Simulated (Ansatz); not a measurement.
Program: Ansatz. Geometries: PBE0-D4/def2-TZVP. ΔE: electronic, gas phase. CCSD(T)/CBS is the MP2 limit (def2-TZVPP, def2-QZVPP) plus CCSD(T) − MP2 in def2-TZVPP, frozen cores. DFT in def2-TZVPP. B3LYP here is the variant with VWN-RPA as its local correlation; programs differ in this. Elements past krypton have def2 core potentials. For Br, In outer-core shells are correlated without core-valence functions, which leaves a few kJ/mol of doubt a bond. Scalar relativity is left out up to krypton. One conformer a species, not always the lowest.

`[SiH3][O][InH][Br]` + `CO[SiH](N)Br` → `[NH2][InH][Br]` + `CO[SiH](Br)O[SiH3]`  (redistribution)

```json
{"level": "PBE-D4", "ΔE (kJ/mol)": "-25.5", "difference from CCSD(T)/CBS": "3.6"}
{"level": "r2SCAN-D4", "ΔE (kJ/mol)": "-28.0", "difference from CCSD(T)/CBS": "1.1"}
{"level": "PBE0-D4", "ΔE (kJ/mol)": "-28.1", "difference from CCSD(T)/CBS": "1.0"}
{"level": "B3LYP-D4", "ΔE (kJ/mol)": "-30.7", "difference from CCSD(T)/CBS": "-1.6"}
{"level": "ωB97X-V", "ΔE (kJ/mol)": "-28.1", "difference from CCSD(T)/CBS": "1.0"}
{"level": "ωB97M-V", "ΔE (kJ/mol)": "-28.8", "difference from CCSD(T)/CBS": "0.3"}
{"level": "B2PLYP", "ΔE (kJ/mol)": "-29.4", "difference from CCSD(T)/CBS": "-0.3"}
{"level": "PBE", "ΔE (kJ/mol)": "-24.8", "difference from CCSD(T)/CBS": "4.3"}
{"level": "r2SCAN", "ΔE (kJ/mol)": "-27.5", "difference from CCSD(T)/CBS": "1.6"}
{"level": "PBE0", "ΔE (kJ/mol)": "-27.3", "difference from CCSD(T)/CBS": "1.8"}
{"level": "B3LYP", "ΔE (kJ/mol)": "-29.7", "difference from CCSD(T)/CBS": "-0.6"}
{"level": "HF/def2-TZVPP", "ΔE (kJ/mol)": "-33.1", "difference from CCSD(T)/CBS": "-4.0"}
{"level": "MP2/def2-TZVPP", "ΔE (kJ/mol)": "-30.1", "difference from CCSD(T)/CBS": "-1.0"}
{"level": "SCS-MP2/def2-TZVPP", "ΔE (kJ/mol)": "-30.2", "difference from CCSD(T)/CBS": "-1.1"}
{"level": "CCSD/def2-TZVPP", "ΔE (kJ/mol)": "-31.2", "difference from CCSD(T)/CBS": "-2.1"}
{"level": "CCSD(T)/def2-TZVPP", "ΔE (kJ/mol)": "-29.9", "difference from CCSD(T)/CBS": "-0.8"}
{"level": "HF/def2-QZVPP", "ΔE (kJ/mol)": "-33.5", "difference from CCSD(T)/CBS": "-4.4"}
{"level": "MP2/def2-QZVPP", "ΔE (kJ/mol)": "-29.8", "difference from CCSD(T)/CBS": "-0.7"}
{"level": "SCS-MP2/def2-QZVPP", "ΔE (kJ/mol)": "-29.9", "difference from CCSD(T)/CBS": "-0.8"}
{"level": "HF/CBS(def2)", "ΔE (kJ/mol)": "-33.5", "difference from CCSD(T)/CBS": "-4.4"}
{"level": "MP2/CBS(def2)", "ΔE (kJ/mol)": "-29.3", "difference from CCSD(T)/CBS": "-0.2"}
{"level": "CCSD/CBS(def2)", "ΔE (kJ/mol)": "-30.5", "difference from CCSD(T)/CBS": "-1.4"}
{"level": "CCSD(T)/CBS", "ΔE (kJ/mol)": "-29.1", "difference from CCSD(T)/CBS": "0"}
```

Largest T1 diagnostic among the species: 0.013.

In def2-TZVPP, CCSD(T) changes the Hartree–Fock value by +3.2 kJ/mol (the triples alone add +1.3 kJ/mol) and MP2 by +3.0 kJ/mol.
